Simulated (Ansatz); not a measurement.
Consider the formal loss of a carbene: `F[CH2][InH][I]` → `[CH]F` + `[InH2][I]`.

Isolated molecules relaxed with PBE0-D4/def2-TZVP in Ansatz; ΔE leaves out vibrations. CCSD(T)/CBS is the MP2 limit (def2-TZVPP, def2-QZVPP) plus CCSD(T) − MP2 in def2-TZVPP, frozen cores. This one scheme is used for every species. Functionals use def2-TZVPP. B3LYP here is the variant with VWN-RPA as its local correlation; programs differ in this. def2 core potentials past Kr. For I, In outer-core shells are correlated without core-valence functions, which leaves a few kJ/mol of doubt a bond. One conformer a species, not always the lowest.

CCSD(T)/CBS gives +88.1 kcal/mol.

(1) Another level gave +85.6 kcal/mol. Which?
A. LDA (SPW92)/def2-TZVPP
B. B3LYP-D4/def2-TZVPP
C. B97M-V/def2-TZVPP
D. MP2/def2-TZVPP

Largest T1 diagnostic among the species: 0.018.

Answers

(1) C. B97M-V 85.6, B3LYP-D4 87.7, MP2/def2-TZVPP 93.3, LDA (SPW92) 101.8 kcal/mol.

In def2-TZVPP, CCSD(T) changes the Hartree–Fock value by +11.9 kcal/mol (the triples alone add +1.0 kcal/mol) and MP2 by +19.3 kcal/mol. At CCSD(T), def2-SVP lies −4.9 kcal/mol from the extrapolated value and def2-TZVPP −2.1 kcal/mol.
